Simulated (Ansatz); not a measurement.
Pb₂O₅H₆, a hydroxylated oxide cluster, relaxed as a singlet with RKS r2SCAN-D4/def2-SVP in Ansatz, starting from the GFN1-xTB geometry. Force threshold 0.02 eV/Å.

In the def2 sets Pb takes a core potential; there is no spin–orbit coupling.

Start:

| atom | x (Å) | y (Å) | z (Å) |
| --- | --- | --- | --- |
| Pb1 | -1.655 | 0.269 | -0.467 |
| Pb2 | 1.166 | -0.806 | 0.860 |
| O3 | 1.856 | 1.682 | 1.362 |
| O4 | -0.423 | 0.356 | 1.892 |
| O5 | -0.774 | -1.793 | 0.096 |
| O6 | 0.625 | 0.631 | -0.822 |
| O7 | -1.491 | -0.512 | -2.492 |
| H8 | 1.016 | 1.646 | 1.850 |
| H9 | 1.553 | 1.819 | 0.450 |
| H10 | -1.014 | -0.166 | 2.434 |
| H11 | -0.739 | -2.293 | -0.721 |
| H12 | 0.716 | 0.336 | -1.730 |
| H13 | -0.835 | -1.170 | -2.711 |

Task: Estimate the energy that the relaxation releases and the steps that it takes.

Result: 34.9 kJ/mol, in 26 steps; 87 s on 4 threads of Arm Neoverse V2 on a shared host. No frequencies were taken in this run, so the end may be a saddle point.

Task: Does the start keep its bonding and symmetry?

Result: By distances, no bond broke or formed. The bond that changes most is Pb1–O7, from 2.18 to 2.24 Å (atoms count from 1). A close non-bonded pair moves further: O7–H12, from 2.48 to 1.87 Å.

Task: Predict the relaxed structure.

Result: 
```xyz
13

Pb   -1.6835    0.1216   -0.4576
Pb    1.2298   -0.8315    0.9354
O     1.8100    1.7280    1.3689
O    -0.4377    0.3890    1.8272
O    -0.7079   -1.8533    0.1486
O     0.6024    0.5859   -0.7426
O    -0.9092   -0.8440   -2.3217
H     0.9214    1.6571    1.7857
H     1.5630    1.8336    0.4285
H    -0.9048   -0.0098    2.5762
H    -0.6086   -2.1603   -0.7773
H     0.5255    0.1393   -1.6219
H    -1.4003   -0.7557   -3.1496
```
Bond lengths (bridged metal pairs left out): 6 × O–Pb 2.24 to 2.35 Å; 6 × H–O 0.97 to 0.99 Å.
